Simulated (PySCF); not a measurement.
C₄H₁₁NSi, SMILES C/C(=C/[SiH3])CN.

Coordinates come from a B3LYP-D3(BJ)/def2-SVP optimisation. The structure was generated by enumeration; whether it is a known compound was not checked. Other conformers were not sampled.

Two levels are set side by side: TDA-PBE/def2-SVPD (PySCF) and TDA-B3LYP/def2-SVPD (PySCF). Vertical, same geometry. The lowest singlet is HOMO→LUMO 86 %, HOMO−1→LUMO 13 % with PBE and HOMO−1→LUMO 53 %, HOMO→LUMO 46 % with the other functional; states are paired by order. Differences are taken from unrounded values.

```json
[
 {"quantity": "lowest singlet excitation (eV)", "TDA-B3LYP": "5.52"},
 {"quantity": "lowest triplet excitation (TDA) (eV)", "TDA-B3LYP": "4.01"},
 {"quantity": "first bright state (f over 0.05) (eV)", "TDA-B3LYP": "6.56"},
 {"quantity": "its oscillator strength", "TDA-B3LYP": "0.27"}
]
```

**Question.** What does TDA-PBE give, and how far is it from TDA-B3LYP? (An estimate is asked for; the answer gives what the named calculation found.)

**Answer.** 
```json
[
 {"quantity": "lowest singlet excitation (eV)", "TDA-PBE": "4.67", "TDA-PBE minus TDA-B3LYP": "-0.84"},
 {"quantity": "lowest triplet excitation (TDA) (eV)", "TDA-PBE": "3.99", "TDA-PBE minus TDA-B3LYP": "-0.02"},
 {"quantity": "first bright state (f over 0.05) (eV)", "TDA-PBE": "6.18", "TDA-PBE minus TDA-B3LYP": "-0.39"},
 {"quantity": "its oscillator strength", "TDA-PBE": "0.19", "TDA-PBE minus TDA-B3LYP": "-0.08"}
]
```

A lower first singlet is the usual sign of a functional without exact exchange. Differences between two approximate levels are no errors against the true value.

Rough cost on one machine, each run with all the roots and properties that it gave: TDA-B3LYP against TDA-PBE about 2 times.
